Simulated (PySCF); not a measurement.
C₄H₆. Atoms are numbered in the order given.

```xyz
10

C     -0.2629    -1.9673     0.0000
C      0.1616    -0.8327     0.0000
C      0.6455     0.5478     0.0000
C     -0.4844     1.5885     0.0000
H     -0.6329    -2.9748     0.0000
H      1.2941     0.6993     0.8810
H      1.2941     0.6993    -0.8810
H     -0.0693     2.6082     0.0000
H     -1.1227     1.4752    -0.8894
H     -1.1227     1.4752     0.8894
```
Charge 0, spin multiplicity 1.

Coordinates come from a B3LYP-D3(BJ)/def2-SVP optimisation.

All values below come from PBE/pcSseg-1 run with PySCF.

GIAO shieldings, no solvent; atoms alike by connectivity are averaged. δ = σ(ref) − σ: ¹³C against TMS (σ = 182.0 ppm); ¹H against TMS (σ = 31.49 ppm), references at their B3LYP-D3(BJ)/def2-TZVP geometries, non-relativistic.

| nucleus | atoms | count | δ (ppm) |
|---|---|---|---|
| ¹³C | C2 | 1 | 89.1 |
| ¹³C | C1 | 1 | 72.2 |
| ¹³C | C3 | 1 | 18.9 |
| ¹³C | C4 | 1 | 18.6 |
| ¹H | H6, H7 | 2 | 2.57 |
| ¹H | H5 | 1 | 1.87 |
| ¹H | H8, H9, H10 | 3 | 1.43 |
